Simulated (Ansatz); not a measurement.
Computed with Ansatz on PBE0-D4/def2-TZVP structures; ΔE is electronic, products minus reactants. CCSD(T)/CBS adds triple-zeta CCSD(T) − MP2 to the extrapolated MP2 energy (def2 sets, frozen cores). Functionals use def2-TZVPP. B3LYP here is the variant with VWN-RPA as its local correlation; programs differ in this. For Ga outer-core shells are correlated without core-valence functions, which leaves a few kJ/mol of doubt a bond. Scalar relativity is left out up to krypton. Each species was taken in one conformer, which may not be the lowest.

Consider the substitution at a C–Ga bond: `[CH3][Ga]([CH3])[CH]=O` + `O[SiH3]` → `O=CO[SiH3]` + `[CH3][GaH][CH3]`.

`[CH3][Ga]([CH3])[CH]=O`:

Z-matrix (Å, degrees):
```
C
Ga 1 1.968
H 1 1.093 2 109.6
H 1 1.091 2 112.3 3 -121.0
H 1 1.093 2 110.4 3 117.6
C 2 1.968 1 125.1 3 122.5
C 2 2.025 1 117.2 3 -48.9
H 6 1.091 2 112.3 1 -3.8
H 6 1.093 2 109.7 1 -125.0
H 6 1.094 2 110.3 1 117.4
O 7 1.213 2 113.5 1 86.7
H 7 1.119 2 128.4 1 -93.3
```

`O[SiH3]`:

```xyz
6

O    -0.435    1.144    0.380
Si    0.005   -0.322   -0.229
H     0.052    1.481    1.132
H     1.417   -0.319   -0.704
H    -0.907   -0.581   -1.365
H    -0.132   -1.403    0.787
```

`O=CO[SiH3]`:

```xyz
8

O    -0.744   -0.682   -1.563
C    -0.922    0.402   -1.086
O    -0.356    0.828    0.040
Si    0.687   -0.241    0.849
H    -1.574    1.173   -1.523
H     1.118    0.549    2.023
H    -0.051   -1.451    1.271
H     1.842   -0.577   -0.012
```

`[CH3][GaH][CH3]`:

Cartesian coordinates in Å:
```
C -0.409 0.488 -1.602
Ga 0.722 -0.161 -0.125
C -0.040 -0.389 1.679
H -0.960 -0.358 -2.027
H 0.173 0.938 -2.407
H -1.151 1.209 -1.251
H 2.243 -0.499 -0.385
H -0.015 0.575 2.200
H 0.523 -1.103 2.282
H -1.085 -0.702 1.636
```

```json
{"level": "PBE-D4", "ΔE (kcal/mol)": "-13.2", "difference from CCSD(T)/CBS": "-2.1"}
{"level": "r2SCAN-D4", "ΔE (kcal/mol)": "-14.4", "difference from CCSD(T)/CBS": "-3.3"}
{"level": "PBE0-D4", "ΔE (kcal/mol)": "-13.8", "difference from CCSD(T)/CBS": "-2.7"}
{"level": "B3LYP-D4", "ΔE (kcal/mol)": "-12.8", "difference from CCSD(T)/CBS": "-1.7"}
{"level": "ωB97X-V", "ΔE (kcal/mol)": "-14.2", "difference from CCSD(T)/CBS": "-3.1"}
{"level": "ωB97M-V", "ΔE (kcal/mol)": "-13.5", "difference from CCSD(T)/CBS": "-2.4"}
{"level": "B2PLYP", "ΔE (kcal/mol)": "-12.8", "difference from CCSD(T)/CBS": "-1.7"}
{"level": "PBE", "ΔE (kcal/mol)": "-13.1", "difference from CCSD(T)/CBS": "-2.0"}
{"level": "r2SCAN", "ΔE (kcal/mol)": "-14.5", "difference from CCSD(T)/CBS": "-3.4"}
{"level": "PBE0", "ΔE (kcal/mol)": "-13.9", "difference from CCSD(T)/CBS": "-2.8"}
{"level": "B3LYP", "ΔE (kcal/mol)": "-12.7", "difference from CCSD(T)/CBS": "-1.6"}
{"level": "HF/def2-TZVPP", "ΔE (kcal/mol)": "-15.4", "difference from CCSD(T)/CBS": "-4.3"}
{"level": "MP2/def2-TZVPP", "ΔE (kcal/mol)": "-12.2", "difference from CCSD(T)/CBS": "-1.1"}
{"level": "SCS-MP2/def2-TZVPP", "ΔE (kcal/mol)": "-12.0", "difference from CCSD(T)/CBS": "-0.9"}
{"level": "CCSD/def2-TZVPP", "ΔE (kcal/mol)": "-12.0", "difference from CCSD(T)/CBS": "-0.9"}
{"level": "CCSD(T)/def2-TZVPP", "ΔE (kcal/mol)": "-12.0", "difference from CCSD(T)/CBS": "-0.9"}
{"level": "HF/def2-QZVPP", "ΔE (kcal/mol)": "-15.4", "difference from CCSD(T)/CBS": "-4.3"}
{"level": "MP2/def2-QZVPP", "ΔE (kcal/mol)": "-11.7", "difference from CCSD(T)/CBS": "-0.6"}
{"level": "SCS-MP2/def2-QZVPP", "ΔE (kcal/mol)": "-11.4", "difference from CCSD(T)/CBS": "-0.3"}
{"level": "HF/CBS(def2)", "ΔE (kcal/mol)": "-15.4", "difference from CCSD(T)/CBS": "-4.3"}
{"level": "MP2/CBS(def2)", "ΔE (kcal/mol)": "-11.3", "difference from CCSD(T)/CBS": "-0.2"}
{"level": "CCSD/CBS(def2)", "ΔE (kcal/mol)": "-11.0", "difference from CCSD(T)/CBS": "0.1"}
{"level": "CCSD(T)/CBS", "ΔE (kcal/mol)": "-11.1", "difference from CCSD(T)/CBS": "0"}
```

Largest T1 diagnostic among the species: 0.016.

From PBE to PBE0 (25 % exact exchange), in def2-TZVPP and without D4, ΔE moves by −0.8 kcal/mol. In def2-TZVPP, CCSD(T) changes the Hartree–Fock value by +3.4 kcal/mol (the triples alone add −0.0 kcal/mol) and MP2 by +3.2 kcal/mol.
